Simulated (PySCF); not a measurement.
(Z)-1,2-difluoroethene (C2H2F2), SMILES F/C=C\F. Geometry: PBE-D3(BJ)/def2-SVP.

All values below come from PySCF with PBE-D3(BJ)/def2-SVP.

Harmonic wavenumbers (cm⁻¹): 221, 496, 746, 759, 814, 1011, 1141, 1250, 1355, 1733, 3128, 3149. Rotational constants (GHz): 21.45, 5.668, 4.483; symmetry number 2.

### Question
Work out the zero-point energy and the ideal-gas rigid-rotor harmonic-oscillator thermochemistry at 298.15 K and 1 atm.

### Answer
ZPE = ½ Σ hcν = ½ × 15802 cm⁻¹ = 94.52 kJ/mol. H − E(el) = 107.32 kJ/mol. Entropy in J/(mol K): translation 160.62, rotation 94.20, vibration 14.71, total 269.54. G − E(el) = 26.95 kJ/mol. Cp = 58.79 J/(mol K).
